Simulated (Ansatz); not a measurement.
Ansatz results at the PBE0-D4/def2-TZVP geometry: LUMO energy (PBE0/def2-TZVPP) -0.53 eV; HOMO energy (PBE0/def2-TZVPP) -7.92 eV; HOMO energy (B3LYP/def2-TZVPP) -7.71 eV.

Each molecule was computed in one conformer, which needn't be the lowest.

Which molecule gave them?
A. `[SiH3]OC[SiH2]Cl`
B. `O[SiH]([SiH3])CCl`
C. `[SiH3][CH]1[NH][GeH2]1`
D. `[SiH3]CO[SiH2]Cl`

B. The others give `[SiH3]CO[SiH2]Cl`: 0.22, -8.53, -8.31; `[SiH3]OC[SiH2]Cl`: -0.31, -8.43, -8.21; `[SiH3][CH]1[NH][GeH2]1`: -0.33, -6.45, -6.24.

B3LYP here is the variant with VWN-RPA as its local correlation; programs differ in this.
